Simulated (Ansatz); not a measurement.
Several settings on one geometry of dimethylphenylsulfonium iodide (C8H11IS) (that of the charge 0 singlet, PBE0-D4/def2-SVP). Ansatz on 4 threads of Arm Neoverse V2 on a shared host; times are rough.

```xyz
21

C     2.0643    0.6196    1.0570
S     1.3942   -0.6929    0.0200
C     1.7413   -0.1226   -1.6534
C    -0.3760   -0.2758    0.1186
C    -1.1985   -1.3254    0.5250
C    -2.5734   -1.1190    0.6366
C    -3.1157    0.1292    0.3422
C    -2.2868    1.1757   -0.0662
C    -0.9136    0.9783   -0.1780
H     1.7618    0.3797    2.0853
H     3.1572    0.5325    0.9522
H     1.6684    1.5953    0.7458
H     2.8303   -0.2364   -1.7687
H     1.2112   -0.8095   -2.3263
H     1.3940    0.9096   -1.7885
H    -0.7620   -2.3012    0.7548
H    -3.2201   -1.9392    0.9559
H    -4.1926    0.2907    0.4282
H    -2.7129    2.1547   -0.2977
H    -0.2772    1.8067   -0.4987
I     4.4060   -1.7500   -0.0443
```

Totals from different functionals, basis sets or treatments of relativity can't be compared as stabilities.

In the def2 sets I takes a core potential; there is no spin–orbit coupling. Correlated methods freeze 17 core orbitals; core or outer-core shells of I are correlated, in sets that lack core-valence functions.

The spins typed aren't always the lowest for that charge.

(1) Give the basis size and estimate the energy, ⟨S²⟩ and time of these runs.

```json
{"run": "1", "method": "RKS ωB97X-V/def2-mTZVPP", "charge": "0", "state": "singlet", "further keys": "–"}
{"run": "2", "method": "RKS B2PLYP/def2-SVPD", "charge": "0", "state": "singlet", "further keys": "nuclear_model: gaussian; scf: {omitted_lower_state_checks: [starts]}"}
{"run": "3", "method": "UKS rPW86-PBE-D3(BJ)/def2-TZVP", "charge": "0", "state": "triplet", "further keys": "scf: {lower_state_search: off}"}
{"run": "4", "method": "RKS B3LYP5/def2-mTZVPP", "charge": "0", "state": "singlet", "further keys": "fitting: {mean_field: def2-universal-jkfit}; point_charges: [{charge: 1.00, position_ang: [7.692, -0.996, 0.735]}]; accuracy: high; scf: {omitted_lower_state_checks: [starts]}; forces asked"}
```

## Answers

(1) 
```json
{"run": "1", "functions": "270", "energy (Eh)": "-1007.1908", "⟨S²⟩": "–", "wall time": "20 s"}
{"run": "2", "functions": "310", "energy (Eh)": "-1006.2414", "⟨S²⟩": "–", "wall time": "27 s"}
{"run": "3", "functions": "401", "energy (Eh)": "-1008.7096", "⟨S²⟩": "2.01", "wall time": "31 s"}
{"run": "4", "functions": "270", "energy (Eh)": "-1007.1630", "⟨S²⟩": "–", "wall time": "15 s"}
```
